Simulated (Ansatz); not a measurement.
## SnH2O2 (SMILES [OH][Sn][OH]): the energy to break a bond

The species is SnH2O2 (5 atoms), meant as a singlet with charge 0. SMILES: `[OH][Sn][OH]`. The shape was relaxed beforehand at wB97X-V/def2-SVP. This is one conformer, not always the lowest.

```xyz
5

O    -0.9769    0.1793   -0.6123
Sn   -0.1558   -0.9566    0.8120
O     1.5658    0.0052    0.6357
H    -1.8987    0.0009   -0.8363
H     1.5154    0.6974   -0.0405
```

Wanted: the dissociation energy of the H4–O1 bond into doublet H and doublet SnHO2 (shapes relaxed at wB97X-V/def2-SVP, no zero-point term). 1 Eh = 2625.50 kJ/mol = 27.2114 eV. Totals in Eh; open shells run unrestricted unless said.

| level | program | SnH2O2 | doublet H | doublet SnHO2 |
| --- | --- | --- | --- | --- |
| HF/def2-TZVPP (core potential) | Ansatz | -364.365008 | -0.499810 | -363.727630 |
| r2SCAN/def2-TZVPP (core potential) | Ansatz | -366.092716 | -0.499927 | -365.404946 |
| wB97M-V/def2-TZVPP (core potential) | Ansatz | -365.992805 | -0.494111 | -365.304367 |

**Question.** Work out the dissociation energy at each level.

**Answer.** 
1. HF/def2-TZVPP (core potential): (-0.499810) + (-363.727630) − (-364.365008) = 0.137568 Eh = 361.2 kJ/mol = 3.74 eV.
2. r2SCAN/def2-TZVPP (core potential): (-0.499927) + (-365.404946) − (-366.092716) = 0.187843 Eh = 493.2 kJ/mol = 5.11 eV.
3. wB97M-V/def2-TZVPP (core potential): (-0.494111) + (-365.304367) − (-365.992805) = 0.194327 Eh = 510.2 kJ/mol = 5.29 eV.

The levels span 361 to 510 kJ/mol; no measured value is set beside them. Hartree–Fock lacks the correlation of the electrons that are unpaired, so it comes out low. A bond enthalpy at 298 K also holds the loss of zero-point energy and thermal terms.
